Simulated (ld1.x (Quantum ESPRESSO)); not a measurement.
## Tc: one change to a TM potential, before and after

Tc (Z = 43), norm-conserving Troullier–Martins (Kleinman–Bylander form), made with ld1.x (Quantum ESPRESSO) 7.5 (PBE, scalar-relativistic). Core [Kr], reference 4d5.5 5s1.5 5p0. Waves: 5p (bound, empty): rc 3.85 bohr; 4d (bound): rc 1.35 bohr; 5s (bound): rc 2.45 bohr. Local part: the s channel. Core correction: a·sin(br)/r model core inside 0.90 bohr.

All-electron outer shells of the reference configuration (PBE, scalar-relativistic, ld1.x):

```
shell  level (eV)  outermost node (bohr)  outermost maximum (bohr)
   4s      -71.79                   0.50                      0.95
   4p      -43.83                   0.51                      1.03
   4d       -5.52                   0.50                      1.29
   5s       -4.59                   1.28                      2.79
   5p       -1.18                   1.46                      3.86
```

Change: wave 5s (bound): rc 2.45 bohr becomes 5s (bound): rc 3.44 bohr.

Cutoffs: the cutoffs (Ry, on a coarse ladder) from which the occupation-weighted sum of valence levels, in a spherical-Bessel basis at the reference potential, stays within 10 and 1 mRy of its value at 400 Ry; they do not see the model core or the augmentation charge, which bear on the density cutoff. Errors are all-electron minus pseudo energies relative to the spin-unpolarised reference configuration.

Question: What does the change do?

Answer: The potential gets neither clearly harder nor softer (50 Ry and 70 Ry → 50 Ry and 70 Ry); of the 7 tests that both files solve, the error grows in 2 and shrinks in 5 by more than 15 % and 0.3 meV (median size 55.1 → 63.6 meV); neither file shows a bound ghost.

```tsv
quantity	base	changed
cutoff, loose	50 Ry	50 Ry
cutoff, tight	70 Ry	70 Ry
bound ghosts	none	none
error for 4d5 5s2 5p0, meV [ΔE 0.63 eV]	-32	-20
error for 4d5 5s1 5p0, meV [ΔE 8.79 eV]	-22	-16
error for 4d5 5s0 5p0, meV [ΔE 23.64 eV]	-55	-88
error for 4d6 5s0 5p0, meV [ΔE 6.80 eV]	-71	-50
error for 4d4 5s2 5p1, meV [ΔE 7.24 eV]	-353	-256
error for 4d4 5s2 5p0, meV [ΔE 12.28 eV]	-297	-161
error for 4d5 5s0 5p1, meV [ΔE 13.37 eV]	-33	-64
s: phases at 4.19 bohr within 0.05 rad from the reference energy up to (Ry; the scan ends near 5)	0.9	0.6
p: phases at 4.19 bohr within 0.05 rad from the reference energy up to (Ry; the scan ends near 5)	1.3	1.3
d: phases at 4.19 bohr within 0.05 rad from the reference energy up to (Ry; the scan ends near 5)	0.4	0.4
```
